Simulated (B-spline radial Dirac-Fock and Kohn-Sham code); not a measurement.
# How the settings move the core levels of Ti⁷⁺

ΔSCF core binding energies without Breit or QED terms, calculated with a radial finite-basis atomic code. Keys: rel is the Hamiltonian (dirac, or spin-free x2c and nr, where L3 and M5 stand for the whole 2p and 3d shells), method is hf or an exchange,correlation pair (spin-unpolarised, also for the hole states), nuc the nuclear model, radius_factor scales its radius, rmax is the box in bohr, h the logarithmic mesh step, order the B-spline order, points the quadrature points per cell, c_factor scales the speed of light, and damp, ndamp, maxit and tol steer the iteration. The run stops when the commutator error falls below 10·tol·max(1, Z/10), or the numerical noise floor, and the energy has settled to about 1e-8 Ha; the virial ratio is −V/T.

Base input:

```json
{"items": [{"Z": 22, "q": 7, "cfg": [[1, 0, 2], [2, 0, 2], [2, 1, 6], [3, 0, 2], [3, 1, 3]], "A": 48, "rrms": 3.5921, "do": "settings", "holes": ["K", "L3", "M5"],
  "settings": [{"rel": "dirac", "method": "hf", "nuc": "fermi", "radius_factor": 1.0, "rmax": 45.0, "h": 0.3, "order": 8, "points": 10, "c_factor": 1.0, "maxit": 60, "damp": 0.5, "ndamp": 3, "tol": 1e-08}]}]}
```

The ground state converged in 9 iterations, with total energy -836.42019 Ha, virial ratio 1.98935 and highest orbital energy -165.68 eV. ΔSCF binding energies: K (1s) 5136.0 eV, L3 (2p3/2) 614.2 eV. Holes are computed only in closed shells, and unreliable hole states are left out.

Changes from the base run:

```
                    changed setting  Δ total energy (Ha)  Δ K (eV)  Δ L3 (eV)  iterations
 rel = "nr"; h = 0.18; tol = 0.0001                    ?         ?          ?           ?
                          order = 9              0.00000      0.00       0.00           9
                        rmax = 30.0              0.00000      0.00       0.00           9
                radius_factor = 2.0             +0.00531     -0.06       0.00           9
                     c_factor = 1.5             +2.48486    -18.09      +0.63           9
                     nuc = "sphere"              0.00000      0.00       0.00           9
rmax = 30.0; h = 0.18; tol = 0.0001              0.00000      0.00       0.00           7
```

Question: What does the change rel = "nr"; h = 0.18; tol = 0.0001 do?

Answer: The total energy moves by +4.44657 Ha and the binding energies by K -32.36 eV, L3 +1.16 eV; the run takes 7 iterations.
